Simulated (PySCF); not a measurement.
methyltin tribromide (CH₃Br₃Sn), SMILES [CH3][Sn]([Br])([Br])[Br].

Geometry: B3LYP-D3(BJ)/def2-SVP. The def2 effective core potentials stand for the cores of Sn; spin–orbit coupling is left out.

All values below come from PBE/def2-TZVP in PySCF.

The molecule is in vacuum.

| Quantity | Value |
|---|---|
| total energy | -7975.63354 hartree |
| point group | C3v |
| highest occupied level | -7.19 eV |
| lowest empty level | -3.54 eV |
| orbital gap | 3.65 eV |
| dipole moment | 2.97 D |
| quadrupole, principal values (traceless, Buckingham form, about the centre of nuclear charge) | -4.02, -4.02, 8.05 D·Å |
| mean static polarisability | 118.9 bohr³ (17.61 Å³) |
| polarisability, principal values | 110.1, 123.2, 123.2 bohr³ |
